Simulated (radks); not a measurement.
Removal energies from neutral osmium, [Xe] 4f14 5d(3/2: 4, 5/2: 2) 6s2, by Delta-SCF beside the eigenvalue of the level emptied. Calculated with a radial shooting solver on a logarithmic mesh with Libxc functionals: Dirac Kohn-Sham, BLYP, spin-unpolarised, spherical densities, finite nucleus; Fermi nuclear charge, rms radius of each element as measured or else 0.836 A^(1/3) + 0.57 fm. Sub-shells are occupied by j as written (lower j first in brackets).

| removed from | final configuration | Delta-SCF (eV) | -eigenvalue (eV) |
|---|---|---|---|
| 6s1/2 | [Xe] 4f14 5d(3/2: 4, 5/2: 2) 6s1 | 9.465 | 6.001 |
| 5d5/2 | [Xe] 4f14 5d(3/2: 4, 5/2: 1) 6s2 | 10.281 | 5.528 |
| 5d3/2 | [Xe] 4f14 5d(3/2: 3, 5/2: 2) 6s2 | 11.436 | 6.562 |
| 5p3/2 | [Kr] 4d10 4f14 5s2 5p(1/2: 2, 3/2: 3) 5d(3/2: 4, 5/2: 2) 6s2 | 53.039 | 47.000 |
